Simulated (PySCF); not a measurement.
**C4H11B: core ionisation energies**

Compound: BH2(iBu), C4H11B.
Geometry (PBE0-D3(BJ)/def2-SVP, Å), atoms numbered from 1 in this order:
```
atom  x, y, z in Å
B1     0.957    1.221    1.271
H2     1.363    1.605    2.346
H3     1.254    1.873    0.293
C4     0.083   -0.066    1.218
C5    -0.415   -0.596   -0.130
C6     0.747   -0.994   -1.034
C7    -1.332    0.410   -0.819
H8    -0.771    0.134    1.900
H9     0.643   -0.849    1.770
H10   -1.010   -1.507    0.064
H11    1.371   -0.120   -1.283
H12    0.389   -1.427   -1.981
H13    1.396   -1.741   -0.550
H14   -0.793    1.344   -1.046
H15   -2.195    0.668   -0.184
H16   -1.721    0.012   -1.769
```

Computed, not measured: delta-SCF UKS SCAN, pcX-2 on the ionised atom, pcseg-1 elsewhere, spin-free X2C in PySCF. These are vertical core ionisation energies against the vacuum level, from separate self-consistent calculations with and without the core hole.

Q: Give the core binding energies atom by atom.

A: 
```json
{"atom(s)": "B1", "environment": "boron bonded to C and 2 H", "level": "B 1s", "binding energy (eV)": "196.13", "above the level's lowest (eV)": "0.00", "count": "1"}
{"atom(s)": "C4", "environment": "carbon bonded to B, C and 2 H", "level": "C 1s", "binding energy (eV)": "290.11", "above the level's lowest (eV)": "0.00", "count": "1"}
{"atom(s)": "C5", "environment": "carbon bonded to 3 C and H", "level": "C 1s", "binding energy (eV)": "290.52", "above the level's lowest (eV)": "+0.41", "count": "1"}
{"atom(s)": "C6/C7", "environment": "carbon bonded to C and 3 H", "level": "C 1s", "binding energy (eV)": "290.39", "above the level's lowest (eV)": "+0.28", "count": "2"}
```

The listed C 1s values span 0.41 eV, from C4 (bonded to C, 2 H and B) to C5 (bonded to 3 C and H).

Q: Which photon energy gives electrons from B 1s of B1 a kinetic energy of 150 eV, and what is their de Broglie wavelength?

A: hν = 196.13 + 150 = 346.13 eV, recoil neglected; λ = 12.264 Å/√(E/eV) = 1.00 Å.

Q: Which effective nuclear charge Zeff reproduces each element's mean 1s value in the hydrogen-like formula E = 13.606 eV × Zeff²?

A: B (Z = 5): mean 196.1 eV, Zeff = 3.80, Z − Zeff = 1.20; C (Z = 6): mean 290.4 eV, Zeff = 4.62, Z − Zeff = 1.38. Means run over the listed sites, weighted by atom count.

Atoms equivalent by their bonding share one computed value, that of the first of them. Geometry: PBE0-D3(BJ)/def2-SVP, one conformer, isolated molecule.
